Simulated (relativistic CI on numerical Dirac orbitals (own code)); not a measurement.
**Energy levels of Rh⁹⁺**

Computed by Dirac-Coulomb-Breit CI, orbitals from a KLI potential per configuration, a model potential for QED, valence Slater integrals scaled by 0.9, P86 correlation estimate, and configurations built on the next ion tied to the tabulated ionisation energy (semi-empirical) (own radial code, finite nucleus).

CI space (outside the closed core [Ar] 3d10): 4s2 4p6, 4s2 4p5 4d, 4s2 4p5 5s, 4s2 4p5 5p, 4s2 4p5 5d, 4s2 4p5 6s, 4s2 4p5 4f, 4s2 4p5 5f, 4s2 4p4 4d2, 4s 4p6 4d, 4p6 4d2, 4s 4p6 4f, 4s2 4p4 4f2, 4s 4p5 4d2, 4s2 4p4 4d 5s, 4s2 4p4 4d 5p, 4s2 4p4 4d 4f, 4p6 4f2, 4s 4p6 5s, 4s 4p5 4d 5s, 4s2 4p4 5s2, 4s 4p6 5p, 4s 4p5 4d 5p, 4s 4p5 4d 4f. Levels of other configurations are missing.

```csv
No.,Configuration,Term,J,E (cm⁻¹),%,Next component (%),Landé g
1,4s2 4p6,1S,0,0,98,2 4s2 4p4 4d2 1S,
2,4s2 4p5 4d,3P°,0,379255,99,1 4s 4p5 4d2 3P°,
3,4s2 4p5 4d,3P°,1,384187,93,6 3D°,1.444
4,4s2 4p5 4d,3P°,2,394056,80,15 3D°,1.427
5,4s2 4p5 4d,3F°,4,398925,99,1 4s2 4p4 4d 4f 3F°,1.250
6,4s2 4p5 4d,3F°,3,400377,75,15 1F°,1.093
7,4s2 4p5 4d,3F°,2,406223,45,34 1D°,0.886
8,4s2 4p5 4d,3D°,3,418743,63,36 1F°,1.213
9,4s2 4p5 4d,3D°,1,432093,91,5 3P°,0.563
10,4s2 4p5 4d,3F°,2,436370,52,38 1D°,0.841
11,4s2 4p5 4d,3D°,2,444247,57,22 1D°,1.177
12,4s2 4p5 4d,1F°,3,450092,48,27 3D°,1.110
13,4s2 4p5 4d,1P°,1,541658,96,2 3D°,0.992
14,4s 4p6 4d‡,3D,1,730635,78,15 4s2 4p4 4d2 3D,0.498
15,4s 4p6 4d‡,3D,2,732775,77,15 4s2 4p4 4d2 3D,1.163
16,4s 4p6 4d‡,3D,3,737203,79,15 4s2 4p4 4d2 3D,1.334
17,4s2 4p5 5s,3P°,2,741388,99,1 4s2 4p4 4d 5p 3P°,1.500
18,4s2 4p5 5s,1P°,1,746068,56,42 3P°,1.214
19,4s 4p6 4d‡,1D,2,753735,69,25 4s2 4p4 4d2 1D,1.002
20,4s2 4p5 5s,3P°,0,779571,98,1 4s2 4p4 4d 5p 3P°,
21,4s2 4p5 5s,3P°,1,782498,56,42 1P°,1.285
22,4s2 4p4 4d2‡,5D,0,815043,77,21 3P,
23,4s2 4p4 4d2‡,5S,2,815409,53,26 5D,1.729
24,4s2 4p4 4d2‡,5D,1,816327,75,13 3P,1.332
25,4s2 4p4 4d2‡,5D,3,817861,47,41 5F,1.351
26,4s2 4p4 4d2‡,5D,2,818262,35,34 5S,1.542
27,4s2 4p4 4d2‡,5D,4,819021,45,41 5F,1.388
28,4s2 4p4 4d2‡,5F,5,824175,56,31 5G,1.330
29,4s2 4p4 4d2‡,5D,4,826758,47,23 5F,1.361
30,4s2 4p5 4f,3D,1,827705,43,25 4s2 4p4 4d2 3D,0.463
```

Energies count from the lowest computed level; ° marks odd parity. ‡ marks configurations that were not tied to measured data.

The mean weight of the leading LS term, summed over parents, in these 30 levels is 70 %, and that of the leading jj configuration (from the same eigenvectors) 73 %.

Configurations that consist of the next ion and one excited electron were tied to the tabulated ionisation energy; Rydberg ones are usually within 1,000 to 3,000 cm⁻¹ and the lowest ones within about 6,000 (9,000 in d shells), while levels on excited terms of the next ion carry the error of that term, and the other configurations can be misplaced by 10,000 cm⁻¹ or more. Rates follow the energies as ν³ (E1, M1) or ν⁵ (E2), so rates, branching and lifetimes can be off by large factors.

LS names give the leading component of a level, which can be under half, so a name can repeat, a term be missing and a line seem to break the LS rules.
